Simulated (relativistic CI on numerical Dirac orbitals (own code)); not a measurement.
**Hyperfine structure of Hf²⁰⁺, mass number 179**

Computed by Dirac-Coulomb-Breit CI, KLI orbitals optimised for each configuration, a model potential for QED, unscaled Slater integrals (own radial code, finite nucleus).

Configuration list (outside the closed core [Ar] 3d10 4p6 4d10): 4s2.4f6, 4s2.4f5.5s, 4s2.4f4.5s2, 4s2.4f5.6s, 4s.4f7, 4f8. Levels of other configurations are missing.

Nuclear spin I = 9/2, μ = -0.6389 μN, Q = 3.79 b (tables of Stone and Pyykkö). The electronic factors are computed for point nuclear moments, without core polarisation or the Bohr-Weisskopf and QED corrections.

```
       Level  E (cm⁻¹)  A (MHz)  B (MHz)
4s2.4f6 7F_1    3313.8   -42.84     3730
4s2.4f6 7F_2    7493.8    -80.7     4130
4s2.4f6 7F_3   11771.7   -114.4     2350
4s2.4f6 7F_4   15875.8   -142.6    -1310
4s2.4f6 7F_5   19649.9   -167.3    -6650
4s2.4f6 7F_6   22879.9   -191.3   -13400
4s2.4f6 5D_1   43617.8   -109.2     1190
4s2.4f6 5L_6   53903.0     -351      780
```

Levels with J = 0, under 50 % of one LS term, or S terms without an open s electron are left out. Small factors come from cancelling terms and can be off by tens of per cent or more.

At this charge energies of transitions that change n are usually good to better than 1 %, and those within a shell (Δn = 0) to a few per cent. Terms inside the open d or f shell come out 10 to 20 % too wide with unscaled integrals.

**Question.** Give the hyperfine levels of 4s2.4f6 7F_4 relative to its centre of gravity.

**Answer.** With K = F(F + 1) − I(I + 1) − J(J + 1), E = AK/2 + B[¾K(K + 1) − I(I + 1)J(J + 1)]/[2I(2I − 1)J(2J − 1)]: F = 1/2: 2537, F = 3/2: 2446, F = 5/2: 2275, F = 7/2: 1993, F = 9/2: 1562, F = 11/2: 927.8, F = 13/2: 26.31, F = 15/2: -1218, F = 17/2: -2894 MHz.

LS names give the leading component of a level, which can be under half, so a name can repeat, a term be missing and a line seem to break the LS rules.
